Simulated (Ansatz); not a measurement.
Species: InCl₃, net charge 0, singlet state. SMILES: [Cl][In]([Cl])[Cl]
Geometry: optimised at B3LYP-D3(BJ)/def2-TZVP (Ansatz, a quantum-chemistry and plane-wave program).

Quantity: vertical triplet-singlet gap (E(triplet) - E(singlet); each state is the SCF solution reached for its spin; the molecule has degenerate orbitals, so one determinant may break the symmetry), in kcal/mol. Valence correlation only, unless marked. Open shells are spin-unrestricted. Spin-orbit coupling is left out. The frozen core is the preceding noble-gas configuration, with the filled d and f shells of earlier blocks. In def2 rows, elements after Kr have scalar-relativistic effective core potentials. CBS marks a two-point X^-3 extrapolation of the correlation energy; Hartree-Fock from the larger set.

```tsv
level	program	vertical triplet-singlet gap (kcal/mol)
PBE/def2-TZVPD	Ansatz	94.1
B3LYP/def2-TZVPD	Ansatz	?
PBE0/def2-TZVPD	Ansatz	109.5
BHLYP/def2-TZVPD	Ansatz	118.9
CAM-B3LYP/def2-TZVPD	Ansatz	116.0
wB97M-V/def2-TZVPD	Ansatz	123.0
SCS-MP2/def2-SVPD	Ansatz	134.4
CCSD/def2-SVPD	Ansatz	?
CCSD(T)/CBS(def2-TZVPPD,def2-QZVPPD)	Ansatz	?
```

Question: What belongs in the gaps?

Answer: 
- B3LYP/def2-TZVPD, vertical triplet-singlet gap (kcal/mol): 104.0
- CCSD/def2-SVPD, vertical triplet-singlet gap (kcal/mol): 129.7
- CCSD(T)/CBS(def2-TZVPPD,def2-QZVPPD), vertical triplet-singlet gap (kcal/mol): 132.9
